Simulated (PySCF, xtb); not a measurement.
hydrogen telluride cation (H2Te), SMILES [TeH2] (connectivity only; charge and spin as stated), charge +1, multiplicity 2.

Harmonic wavenumbers (cm⁻¹) from xtb with GFN2-xTB at its own minimum, in rising order: 768, 1859, 1895.

Q: What does B3LYP-D3(BJ)/def2-TZVPD run with PySCF give at its own minimum? (The exact figures need the calculation; the answer reports its results.)

A: 885, 2105, 2109. Paired by order, the mean absolute difference is 192 cm⁻¹ and the zero-point energies are 6.5 and 7.3 kcal/mol.
